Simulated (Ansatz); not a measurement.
One change: `CCCCCCl` becomes `C#CCCCCC`.

Ansatz, PBE0-D4/def2-TZVP geometries, multiplicity 1. Each molecule was computed in one conformer, which needn't be the lowest.

```json
{"property": "LUMO energy (PBE/def2-TZVPP) / eV", "`CCCCCCl`": "-0.10"}
{"property": "HOMO energy (ωB97M-V/def2-TZVPP) / eV", "`CCCCCCl`": "-10.53"}
{"property": "HOMO energy (PBE0/def2-TZVPP) / eV", "`CCCCCCl`": "-8.21"}
{"property": "size of the dipole moment (PBE/def2-TZVPP) / D", "`CCCCCCl`": "1.95"}
{"property": "HOMO–LUMO gap (PBE0/def2-TZVPP) / eV", "`CCCCCCl`": "9.18"}
{"property": "HOMO–LUMO gap (ωB97M-V/def2-TZVPP) / eV", "`CCCCCCl`": "13.10"}
```

Question: What does the change do to each property? (An estimate is asked.)

Answer: The calculation gave: 
```
                                      property  `C#CCCCCC`  shift
             LUMO energy (PBE/def2-TZVPP) / eV        0.04   0.14
         HOMO energy (ωB97M-V/def2-TZVPP) / eV       -9.93   0.60
            HOMO energy (PBE0/def2-TZVPP) / eV       -7.64   0.57
size of the dipole moment (PBE/def2-TZVPP) / D        0.79  -1.16
          HOMO–LUMO gap (PBE0/def2-TZVPP) / eV        8.60  -0.58
       HOMO–LUMO gap (ωB97M-V/def2-TZVPP) / eV       12.45  -0.65
```

Dipoles are sizes alone; their direction can turn.
